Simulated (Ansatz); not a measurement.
Reaction (formal exchange of groups at a C–C bond): `B[C@@H](F)[C@H](O)F` + CH₄ → `BC(C)F` + `OCF`

Gas-phase electronic energies from Ansatz, PBE0-D4/def2-TZVP geometries. CCSD(T)/CBS is the MP2 limit (def2-TZVPP, def2-QZVPP) plus CCSD(T) − MP2 in def2-TZVPP, frozen cores. This one scheme is used for every species. DFT in def2-TZVPP. B3LYP here is the variant with VWN-RPA as its local correlation; programs differ in this. Each species was taken in one conformer, which may not be the lowest.

(1) Is it downhill or uphill in electronic energy at CCSD(T)/CBS, and by how much? (Estimate.)

(2) What do these levels give: r2SCAN-D4, PBE0-D4, B3LYP-D4, B2PLYP, MP2/def2-TZVPP, CCSD(T)/def2-TZVPP? (Estimate.)

Largest T1 diagnostic among the species: 0.012.

Answers

(1) Ansatz gave: Uphill: ΔE = +19.8 kJ/mol.

(2) Ansatz gave: r2SCAN-D4 23.7, PBE0-D4 19.1, B3LYP-D4 19.7, B2PLYP 18.5, MP2/def2-TZVPP 20.8, CCSD(T)/def2-TZVPP 21.3 kJ/mol.

The D4 term adds +3.5 kJ/mol with B3LYP and +2.0 kJ/mol with PBE0; it sums over pairs of atoms, weighted by their polarisabilities, and B3LYP, whose exchange is more repulsive, gets the larger term. In def2-TZVPP, CCSD(T) changes the Hartree–Fock value by +4.7 kJ/mol (the triples alone add +1.1 kJ/mol) and MP2 by +4.2 kJ/mol.
